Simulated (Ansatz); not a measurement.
Start from `[AlH2][NH][Si]1(Cl)CO1` and change one atom or group to get `F[Si]1(Cl)CO1`.

Ansatz, PBE0-D4/def2-TZVP geometries, multiplicity 1. Each molecule was computed in one conformer, which needn't be the lowest.

```tsv
property	`[AlH2][NH][Si]1(Cl)CO1`
HOMO energy (ωB97M-V/def2-TZVPP) / eV	-9.71
LUMO energy (PBE/def2-TZVPP) / eV	-2.04
size of the dipole moment (B3LYP/def2-TZVPP) / D	2.31
LUMO energy (B3LYP/def2-TZVPP) / eV	-1.50
HOMO energy (B3LYP/def2-TZVPP) / eV	-7.24
HOMO–LUMO gap (ωB97M-V/def2-TZVPP) / eV	10.00
```

**Question.** Give the same properties after the change, and the shifts. (An estimate is asked.)

**Answer.** Computed: 
```csv
property,`F[Si]1(Cl)CO1`,shift
HOMO energy (ωB97M-V/def2-TZVPP) / eV,-10.55,-0.84
LUMO energy (PBE/def2-TZVPP) / eV,-1.28,0.76
size of the dipole moment (B3LYP/def2-TZVPP) / D,1.69,-0.62
LUMO energy (B3LYP/def2-TZVPP) / eV,-0.55,0.95
HOMO energy (B3LYP/def2-TZVPP) / eV,-8.06,-0.82
HOMO–LUMO gap (ωB97M-V/def2-TZVPP) / eV,12.24,2.24
```

With PBE0 the HOMO falls by 0.83 eV and the LUMO rises by 1.03 eV, so the gap widens by about 1.86 eV. PBE moves the HOMO by -0.75 eV and ωB97M-V by -0.84 eV. Dipoles are sizes alone; their direction can turn.

B3LYP here is the variant with VWN-RPA as its local correlation; programs differ in this.
